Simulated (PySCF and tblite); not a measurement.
The numbers below are computed, except where a source is named.
C₅H₆O₂, numbered as in [CH3:1][O:2][c:3]1[cH:4][cH:5][cH:6][o:7]1.

Geometries PBE0-D3(BJ)/def2-SVP; weights from B3LYP-D3(BJ)/def2-TZVP (IEF-PCM, chloroform) energies and GFN2-xTB thermal corrections, with symmetry numbers and mirror pairs. Conformers within 3 kcal/mol (GFN2-xTB free energy) were kept, 8 at most. (PySCF 2.14, tblite 0.8.)

Rotational constants are equilibrium values for the commonest isotopes; dipoles come from the energy level named and are polarised by its solvent model.

Torsions listed: C1–O2–C3–O7. Of a mirror pair one member is shown.

| conformer | shape | symmetry |
| --- | --- | --- |
| 1 | 180° | Cs |
| 2 | 25° | C1 (pair) |

Question: Give the rotational constants and dipole components.

Answer: 
```tsv
conformer	A (MHz)	B (MHz)	C (MHz)	abs μa (D)	abs μb (D)	abs μc (D)	κ	Ic−Ia−Ib (u Å²)
1	7719	2118	1680	1.08	1.94	0.01	-0.85	-3.2
2	7543	2173	1723	0.61	0.94	0.56	-0.85	-6.2
```

Question: Which type of transition is strongest for conformer 1?

Answer: b-type, since that component is clearly the largest; the top is near-prolate.

Thermal terms of a conformer that GFN2-xTB lacks, or places elsewhere, come from the nearest GFN2-xTB minimum; such a conformer stays in the set even outside the window.
